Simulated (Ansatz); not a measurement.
Cost and result for the atomization energy of CH₈O₃Si₂, SMILES `O[SiH2]C[SiH](O)O` (14 atoms, 13 bonds).

```csv
atom,x (Å),y (Å),z (Å)
O1,1.194,2.109,0.405
Si2,0.823,1.405,-1.032
C3,0.541,-0.435,-0.800
Si4,-0.789,-0.847,0.411
O5,-0.719,-2.382,0.999
O6,-0.539,0.179,1.683
H7,0.693,1.747,1.145
H8,-0.409,1.990,-1.639
H9,1.963,1.662,-1.946
H10,0.292,-0.887,-1.767
H11,1.478,-0.888,-0.456
H12,-2.144,-0.643,-0.173
H13,-1.366,-3.009,0.677
H14,-1.018,0.000,2.494
```

Total charge 0; spin multiplicity 1. The geometry is a stationary point of PBE0-D4/def2-TZVP. It is one conformer, not always the lowest. Program: Ansatz. All runs use 2 threads of an AMD EPYC 7R13 on a shared host and a share of an NVIDIA H100 80 GB. Times are those of one run each, without the atoms' runs, and a repeat can differ threefold. Electronic energies, without spin–orbit coupling; frozen cores. CCSD(T)/CBS adds CCSD(T) − MP2 in def2-TZVPP to the MP2 limit, and its time is that of the two runs behind it. T1 = 0.011. B3LYP takes the VWN-RPA correlation (the form of Gaussian; ORCA's B3LYP/G).

CCSD(T)/CBS is a level of theory with its own doubt, some kJ/mol a heavy atom from the limit and from the frozen cores, so smaller differences don't rank the functionals.

| level | functions | wall time |
| --- | --- | --- |
| PBE0-D4/def2-TZVPP | 320 | 2.8 s |
| PBE-D4/def2-TZVPP (with forces) | 320 | 2.8 s |
| r2SCAN-D4/def2-TZVPP (with forces) | 320 | 2.9 s |
| B3LYP-D4/def2-TZVPP (with forces) | 320 | 3 s |
| B2PLYP/def2-TZVPP | 320 | 3.8 s |
| ωB97X-V/def2-TZVPP | 320 | 3.9 s |
| MP2/def2-QZVPP | 608 | 4.8 s |
| ωB97M-V/def2-TZVPP (with forces) | 320 | 5.5 s |
| CCSD(T)/def2-TZVPP | 320 | 7 s |
| CCSD(T)/CBS(def2) | – | 12 s |

**Question.** What atomization energy does each give, and how far from CCSD(T)/CBS? (Estimate.)

**Answer.** The calculation gave: 
| level | atomization (kJ/mol) | difference from CCSD(T)/CBS | per bond |
| --- | --- | --- | --- |
| PBE0-D4/def2-TZVPP | 5236.8 | -85.9 | -6.6 |
| PBE-D4/def2-TZVPP (with forces) | 5322.7 | 0.0 | 0.0 |
| r2SCAN-D4/def2-TZVPP (with forces) | 5297.6 | -25.1 | -1.9 |
| B3LYP-D4/def2-TZVPP (with forces) | 5269.8 | -52.9 | -4.1 |
| B2PLYP/def2-TZVPP | 5228.0 | -94.7 | -7.3 |
| ωB97X-V/def2-TZVPP | 5309.1 | -13.6 | -1.0 |
| MP2/def2-QZVPP | 5360.7 | 38.0 | 2.9 |
| ωB97M-V/def2-TZVPP (with forces) | 5312.1 | -10.6 | -0.8 |
| CCSD(T)/def2-TZVPP | 5167.6 | -155.1 | -11.9 |
| CCSD(T)/CBS(def2) | 5322.7 | 0.0 | 0.0 |

From PBE to PBE0 (25 % exact exchange), in def2-TZVPP and without D4, the atomization energy moves by −80.9 kJ/mol: exact exchange takes away binding that semilocal exchange gives to molecules. In def2-TZVPP, CCSD(T) changes the Hartree–Fock value by +1319.4 kJ/mol (the triples alone add +71.0 kJ/mol) and MP2 by +1419.4 kJ/mol; breaking electron pairs costs correlation energy, which Hartree–Fock lacks. The D4 term adds +52.9 kJ/mol with B3LYP and +28.0 kJ/mol with PBE0; it sums over pairs of atoms, weighted by their polarisabilities, and B3LYP, whose exchange is more repulsive, gets the larger term.
